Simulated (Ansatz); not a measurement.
The same path of GeH5NOS (9 atoms, charge 0, multiplicity 1) was run 3 times with different band settings. The coordinate that changes most is the height of N1 over the plane of its neighbours.

All numbers below come from RKS B3LYP/def2-mTZVP in Ansatz.

Relaxed end points:

```xyz
9
Properties=species:S:1:pos:R:3
N -0.095 0.777 -1.526
Ge 0.378 0.089 0.103
O 0.834 -1.600 -0.273
S -1.314 0.081 1.613
H -0.640 0.145 -2.101
H -0.520 1.697 -1.528
H 1.568 0.861 0.692
H 0.381 -2.230 0.303
H -0.504 0.132 2.699
```

```xyz
9
Properties=species:S:1:pos:R:3
N -0.383 0.999 -1.131
Ge 0.358 -0.058 0.166
O 0.706 -1.691 -0.499
S -1.146 -0.391 1.800
H -1.273 0.669 -1.488
H 0.228 1.221 -1.910
H 1.648 0.616 0.670
H 1.086 -2.304 0.146
H -1.135 0.894 2.230
```

Common settings: spring 5.0 eV/Å²; optimiser quadratic models (default); start path through a guess of the saddle point; iteration limit 60; end points relaxed.

| run | movable images | climbing image | force threshold |
| --- | --- | --- | --- |
| 1 | 5 | yes | 0.03 eV/Å |
| 2 | 1 | no | 0.03 eV/Å |
| 3 | 5 | yes | 0.5 eV/Å |

(1) What does each run give, and how far can it be trusted?

## Answers

(1) Run 1: converged after 12 iterations, highest image 0.064 eV above the first end. A vibrational analysis at the climbing image gives one clearly imaginary mode, 356i cm⁻¹: a first-order saddle point.
Run 2: converged after 8 iterations, highest image 0.024 eV above the first end. No image climbed, so the highest image needn't sit at the top of the path. A band with more images between the same ends climbed to 0.08 eV, so this one has probably stepped over the top. So few images can step over the top or miss a turn of the path.
Run 3: converged after 5 iterations, highest image 0.083 eV above the first end. The threshold of 0.5 eV/Å is loose, so the images may lie well off the minimum-energy path. The order of the stationary point at the top wasn't checked.
